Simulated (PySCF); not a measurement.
C8H13 (doublet state).
Structure used (PBE0-D3(BJ)/def2-SVP), in Å, numbered top down from 1:
```xyz
21
C8H13 angstrom
C      2.6150   -0.9768   -0.1378
C      1.7970    0.2744   -0.4327
C      0.3367    0.1792   -0.1337
C     -0.1186   -0.4899    1.1221
C     -1.6078   -0.5480    1.2807
C     -2.4669   -0.0720    0.3742
C     -2.0277    0.6116   -0.8850
C     -0.6009    1.1487   -0.7734
H      2.2236   -1.8463   -0.6896
H      2.6074   -1.2310    0.9333
H      3.6664   -0.8371   -0.4315
H      2.2320    1.1253    0.1393
H      1.9223    0.5558   -1.4931
H      0.3231    0.0177    2.0112
H      0.2865   -1.5182    1.1807
H     -1.9906   -1.0341    2.1845
H     -3.5429   -0.1874    0.5439
H     -2.0964   -0.1000   -1.7292
H     -2.7234    1.4313   -1.1305
H     -0.2227    1.4476   -1.7650
H     -0.6300    2.0832   -0.1693
```

The hyperfine couplings belong to this conformer and change with its torsions.

As a line formula: `CC[C]1CC=CCC1` [radical].

Computed, not measured: UKS B3LYP, IGLO-III on C, pcH-1 on H, non-relativistic, mean-field spin-orbit, GIAO in PySCF 2.14.0. One conformer (not necessarily the lowest) at the PBE0-D3(BJ)/def2-SVP geometry, without solvent, vibrations or thermal averaging.

Task: Count the α and β electrons and give S(S+1).

Result: 61 electrons with 2S = 1: 31 α and 30 β; S(S+1) = 0.75.

Mulliken spin populations, one withheld:

```
atom          bound to  population
  C1  C2, H9, H10, H11     +0.0075
  C2  C1, C3, H12, H13     -0.0869
  C3        C2, C4, C8     +0.9785
  C4  C3, C5, H14, H15     -0.0934
  C5       C4, C6, H16     +0.0140
  C6       C5, C7, H17     -0.0034
  C7  C6, C8, H18, H19     +0.0161
  C8  C7, C3, H20, H21           ?
  H9                C1     +0.0034
 H10                C1     -0.0007
 H11                C1     -0.0002
 H12                C2     +0.0740
 H13                C2     +0.0118
 H14                C4     +0.0682
 H15                C4     +0.0228
 H16                C5     -0.0015
 H17                C6     +0.0003
 H18                C7     +0.0007
 H19                C7     +0.0042
 H20                C8     +0.0088
 H21                C8     +0.0749
```

Task: Fill in the missing population.

Result: The populations add up to Nα − Nβ = 1, and the others sum to 1.0991, so C8 holds -0.099.

Task: How is the spin shared among the elements?

Result: Carbon +0.73, hydrogen +0.27. The positive populations sum to 1.29, the negative ones to -0.29.

Task: With ⟨S²⟩ = 0.7541, find the sum of squared α–β overlaps and estimate the admixture of higher spin.

Result: For a single determinant ⟨S²⟩ = S(S+1) + Nβ − Σ|⟨iα|jβ⟩|², so the squared overlaps of occupied orbitals sum to 30 − 0.0041 = 29.9959. If the quartet state (S + 1) were the only admixture, its weight would be 0.0041/(2S + 2) = 0.14 %. For Kohn–Sham this describes the determinant of the orbitals, not the true wave function.

Task: What Fermi-contact NMR shifts do the couplings of C1, C2, C4, C5, C6, C7, C8 imply at 350 K (Curie law, g = gₑ)?

Result: δ = a_FC·h·gₑ μB S(S+1)/(3 g_N μN kT), with k/h = 20836.6 MHz/K:

| nuclei | isotope | a_FC (MHz) | g_N | contact shift (ppm) |
| --- | --- | --- | --- | --- |
| C1 | 13C | 18.95 | 1.4048 | +1700 |
| C2 | 13C | -24.72 | 1.4048 | -2217 |
| C4 | 13C | -22.39 | 1.4048 | -2008 |
| C5 | 13C | 2.94 | 1.4048 | +263 |
| C6 | 13C | -2.15 | 1.4048 | -193 |
| C7 | 13C | 26.52 | 1.4048 | +2379 |
| C8 | 13C | -25.39 | 1.4048 | -2278 |

All at the stated temperature.

The run took 2.6 min wall on one thread, Arm Neoverse V1, shared host.
